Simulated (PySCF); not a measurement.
**Spinor energies of V⁺ (vanadium, charge +1)**

Start: [Ar] 3d4; 3d3/2 filled at m_j = -3/2, -1/2, +1/2, +3/2. Calculated with PySCF 2.14 in x2c-TZVPPall-2c (6s7p4d2f1g, 70 functions): generalised Hartree-Fock with the X2C-1e Hamiltonian and a Gaussian nucleus; one run each with spin-orbit coupling (SO) switched off, then screened by Boettger's factors.

| spinor shell | electrons | ε, spin-free (eV) | ε, screened SO (eV) | weight of nominal j (screened SO) | rms radius, screened SO (bohr) |
| --- | --- | --- | --- | --- | --- |
| 1s1/2 | 2 | -5522.6 | -5522.5 | 1.000 | 0.0768 |
| 2s1/2 | 2 | -658.69 | -658.67 | 1.000 | 0.332 |
| 2p1/2 | 2 | -547.38 | -552.54 | 0.985 | 0.301 |
| 2p3/2 | 4 | -547.38 | -544.83 | 0.993 | 0.303 |
| 3s1/2 | 2 | -89.562 | -89.554 | 1.000 | 1.03 |
| 3p1/2 | 2 | -57.450 | -58.698 | 0.658 | 1.12 |
| 3p3/2 | 4 | -57.450 | -56.823 | 0.829 | 1.13 |
| 3d3/2 | 4 | -15.811 | -15.813 | 0.507 | 1.67 |

```tsv
quantity	spin-free	screened SO
E (hartree)	-947.90000	-947.90942
M_J	0	0
⟨J²⟩	4.007	3.963
⟨L²⟩	6.007	6.007
⟨S²⟩	6.000	6.000
```

The determinant has a definite M_J but mixes levels of different J.

Each row is a mean over spinors that exchange with the open shell spreads, by up to 10.295 eV (3p3/2).

Rows whose weight is well below 1 are mixtures of j = l ± 1/2: exchange outweighs spin-orbit coupling there, and the label is only the starting occupation.

Without spin-orbit coupling the j labels of p, d and f shells carry no meaning; the spin-free column gives the mean over the occupied spinors of each nl shell, and its ⟨J²⟩ belongs to a mixture of degenerate components.
